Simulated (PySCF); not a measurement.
Fractional electron number in Te⁺ (tellurium, charge +1)

The 5p alpha orbital of [Kr] 4d10 5s2 5p3 is emptied in steps (occupation f), with all orbitals relaxed, ending at [Kr] 4d10 5s2 5p2. Calculation: PySCF 2.14, in aug-cc-pVTZ-PP with ECP28MDF (6s5p4d2f, 55 functions); a scalar-relativistic core potential. The exact energy is a straight line in f; departures are measured from the line between the end points of the same method.

| f | UHF (eV) | LDA (eV) | PBE (eV) | PBE0 (eV) | r2SCAN (eV) | LC-wPBE (eV) | BHandHLYP (eV) | wB97X (eV) | r2SCAN0 (eV) | BLYP (eV) |
| --- | --- | --- | --- | --- | --- | --- | --- | --- | --- | --- |
| 1 | 0.000 | 0.000 | 0.000 | 0.000 | 0.000 | 0.000 | 0.000 | 0.000 | 0.000 | 0.000 |
| 0.9 | 0.042 | -0.392 | -0.381 | -0.276 | -0.361 | -0.035 | -0.179 | -0.060 | -0.264 | -0.389 |
| 0.7 | 0.098 | -0.917 | -0.889 | -0.643 | -0.837 | -0.079 | -0.418 | -0.142 | -0.609 | -0.909 |
| 0.5 | 0.114 | -1.095 | -1.059 | -0.764 | -0.987 | -0.092 | -0.497 | -0.172 | -0.717 | -1.085 |
| 0.3 | 0.095 | -0.921 | -0.889 | -0.639 | -0.821 | -0.074 | -0.418 | -0.147 | -0.595 | -0.912 |
| 0.1 | 0.040 | -0.395 | -0.380 | -0.273 | -0.349 | -0.030 | -0.179 | -0.064 | -0.252 | -0.391 |
| 0 | 0.000 | 0.000 | 0.000 | 0.000 | 0.000 | 0.000 | 0.000 | 0.000 | 0.000 | 0.000 |

Q: For r2SCAN0, how does the orbital energy at f = 1 compare with the removal energy?

A: −ε = 16.107 eV against a total-energy difference of 19.046 eV. By Janak's theorem ε = ∂E/∂f, so the gap between them reflects the curvature. Along the path −ε is 16.714 (f = 0.9), 17.917 (f = 0.7), 19.091 (f = 0.5), 20.216 (f = 0.3), 21.302 (f = 0.1) eV.

```json
{"method": "UHF", "E(f=0) − E(f=1) (eV)": "18.359", "−ε at f=1 (eV)": "18.833", "−ε at f=0.5 (eV)": "18.351"}
{"method": "LDA", "E(f=0) − E(f=1) (eV)": "18.935", "−ε at f=1 (eV)": "14.590", "−ε at f=0.5 (eV)": "18.923"}
{"method": "PBE", "E(f=0) − E(f=1) (eV)": "18.758", "−ε at f=1 (eV)": "14.530", "−ε at f=0.5 (eV)": "18.760"}
{"method": "PBE0", "E(f=0) − E(f=1) (eV)": "18.862", "−ε at f=1 (eV)": "15.794", "−ε at f=0.5 (eV)": "18.872"}
{"method": "r2SCAN", "E(f=0) − E(f=1) (eV)": "19.012", "−ε at f=1 (eV)": "14.988", "−ε at f=0.5 (eV)": "19.061"}
{"method": "LC-wPBE", "E(f=0) − E(f=1) (eV)": "18.922", "−ε at f=1 (eV)": "18.529", "−ε at f=0.5 (eV)": "18.938"}
{"method": "BHandHLYP", "E(f=0) − E(f=1) (eV)": "18.700", "−ε at f=1 (eV)": "16.715", "−ε at f=0.5 (eV)": "18.698"}
{"method": "wB97X", "E(f=0) − E(f=1) (eV)": "18.570", "−ε at f=1 (eV)": "17.903", "−ε at f=0.5 (eV)": "18.556"}
{"method": "r2SCAN0", "E(f=0) − E(f=1) (eV)": "19.046", "−ε at f=1 (eV)": "16.107", "−ε at f=0.5 (eV)": "19.091"}
{"method": "BLYP", "E(f=0) − E(f=1) (eV)": "18.509", "−ε at f=1 (eV)": "14.198", "−ε at f=0.5 (eV)": "18.500"}
```

Reference removal energy between the ground levels: 18.6 ± 0.4 eV (measured; NIST Atomic Spectra Database, ionization energies). The calculation has no spin-orbit coupling. UHF lacks correlation.
